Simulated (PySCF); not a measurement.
Si(H)(Cl) cation (ClHSi), SMILES [SiH]Cl (connectivity only; charge and spin as stated), charge +1, multiplicity 2.

The structure is a stationary point at PBE-D3(BJ)/def2-TZVP. The multiplicity is an assumed one; other spin states were not compared. The isomer is the one that the SMILES or the coordinates give; other isomers of the formula were not compared.

All values below come from PBE-D3(BJ)/def2-TZVP in PySCF.

Frequencies are harmonic and unscaled.

```
mode  ν (cm⁻¹)  IR (km/mol)  moving atoms (share of kinetic energy)
----  --------  -----------  --------------------------------------
1          595         12.1                         H 84 %, Cl 10 %
2          642         68.4                Si 54 %, Cl 37 %, H 10 %
3         1958         10.2                                  H 96 %
```
